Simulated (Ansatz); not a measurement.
`CO[SiH](C)[SeH]` + `CC(C)[NH][Sn]([Cl])([Cl])[Cl]` → `CO[SiH2][SeH]` + `CC(C)(C)[NH][Sn]([Cl])([Cl])[Cl]`  (redistribution)

Isolated molecules relaxed with PBE0-D4/def2-TZVP in Ansatz; ΔE leaves out vibrations. CCSD(T)/CBS adds triple-zeta CCSD(T) − MP2 to the extrapolated MP2 energy (def2 sets, frozen cores). DFT in def2-TZVPP. def2 core potentials past Kr. For Se, Sn outer-core shells are correlated without core-valence functions, which leaves a few kJ/mol of doubt a bond. Scalar relativity is left out up to krypton. One conformer a species, not always the lowest.

```tsv
level	ΔE (eV)
PBE-D4	0.53
r2SCAN	0.55
MP2/def2-TZVPP	0.44
CCSD/CBS(def2)	0.48
```

Task: What does CCSD(T)/CBS give? (Estimate.)

Result: Ansatz gave: +0.46 eV. The listed levels differ from it by 0.07, 0.09, -0.02, 0.02 eV.

Largest T1 diagnostic among the species: 0.011.

The D4 term adds −0.05 eV with B3LYP and −0.03 eV with PBE0; it sums over pairs of atoms, weighted by their polarisabilities, and B3LYP, whose exchange is more repulsive, gets the larger term. In def2-TZVPP, CCSD(T) changes the Hartree–Fock value by −0.08 eV (the triples alone add −0.02 eV) and MP2 by −0.08 eV.

B3LYP here is the variant with VWN-RPA as its local correlation; programs differ in this.
